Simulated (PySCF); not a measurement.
# Working out the excitation energy of N⁺

N⁺ [He] 2s2 2p2 (3P) → N⁺ [He] 2s2 2p1 3d1 (high-spin determinant). Calculation: PySCF 2.14, in x2c-TZVPPall with one added diffuse shell each of s, p, d type (6s4p3d1f, 40 functions); the spin-free X2C one-electron Hamiltonian (Gaussian nucleus). Frozen: nothing. Energies in hartree (1 hartree = 27.21139 eV):

| part | N⁺ (lower) | N⁺ (upper) |
| --- | --- | --- |
| UHF | -53.921566 | -53.027253 |
| MP2 opposite-spin | -0.073985 | -0.075938 |
| MP2 same-spin | -0.013699 | -0.007125 |

**Question.** What does Hartree-Fock give?

**Answer.** (-53.027253) − (-53.921566) = 0.894313 hartree = 24.335 eV.

**Question.** What do MP2 and SCS-MP2 (6/5 opposite-spin, 1/3 same-spin) give?

**Answer.** The opposite-spin parts differ by -0.053 eV and the same-spin parts by 0.179 eV. MP2: 24.335 + (-0.053) + (0.179) = 24.461 eV. SCS-MP2: 24.335 + 1.2 × (-0.053) + (0.179)/3 = 24.331 eV.

One determinant mixes LS terms, so it does not stand for a single term.
